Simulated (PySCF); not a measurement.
## Al: excitation energy

Al [Ne] 3s2 3p1 (2P) → Al [Ne] 3s2 3d1 (2D), as a difference of total energies. Computed with PySCF 2.14 in dyall-acv3z (19s12p6d4f, 113 functions), with the non-relativistic Hamiltonian (point nucleus). Correlated levels: valence: [Ne] frozen; valence and next inner shell: 1s2 frozen; virtual orbitals above 40 to 60 times the deepest correlated orbital energy dropped. The calculations carry no spin-orbit coupling.

```
                                method  excitation energy (eV)
                                   UHF                   4.386
                                   LDA                   4.100
                                   PBE                   4.055
                                  PBE0                   4.220
                                 TPSSh                   4.288
                                 B97-3                   4.146
                               r2SCAN0                   4.422
                     SCS-MP2 (valence)                   4.405
    MP2 (valence and next inner shell)                   4.382
SCS-MP2 (valence and next inner shell)                   4.392
```

Problem. Estimate what MP2 (valence) gives.

Solution. 4.400 eV, closest to SCS-MP2 (valence) among the rows shown.

Problem. Estimate what r2SCAN gives.

Solution. 4.348 eV, closest to MP2 (valence and next inner shell) among the rows shown.

Errors of the correlated levels include the incompleteness of this basis and the frozen core.

The promoted electron is Rydberg-like, and one or two diffuse shells describe it only roughly, which tends to raise the upper state.

For comparison: 4.012 eV (measured; NIST levels, between the centres of gravity of the two terms).
